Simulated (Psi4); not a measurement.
C₂H₆N, doublet, at a GFN2-xTB geometry. Base run: PBE0/3-21G (Psi4).

Here is a job for Psi4.
```
memory 2 GB

molecule {
0 2
  C    -1.24102663    0.21832096    0.05808953
  C     0.04187806   -0.52789987    0.05079988
  N     1.22703780    0.19702767   -0.12900707
  H    -2.03841948   -0.41392474    0.44464473
  H    -1.16376074    1.10673607    0.68627095
  H    -1.54178267    0.55252764   -0.94477418
  H     0.06280098   -1.52863019   -0.34799316
  H     1.22149345    1.09300043    0.34134908
  H     2.06529520   -0.33142950    0.07021572
}

set basis 3-21g
set reference uks

energy('pbe0')
print_variables()
```

Each row names what was changed in the base input (with any setting that the change needs).

| change | ΔE vs base (eV) | point group used | SCF cycles |
|---|---|---|---|
| base | 0.00 | c1 | 9 |
| molecule keys = no_reorient | 0.00 | c1 | 9 |
| molecule keys = symmetry c1, no_reorient, no_com | 0.00 | c1 | 9 |
| molecule keys = symmetry c1 | 0.00 | c1 | 9 |
| jitter_ang = 0.002 | 0.00 | c1 | 9 |

Open shells are given as the SCF converged; they aren't shown to be the lowest states, and a large step between rows can be another state.
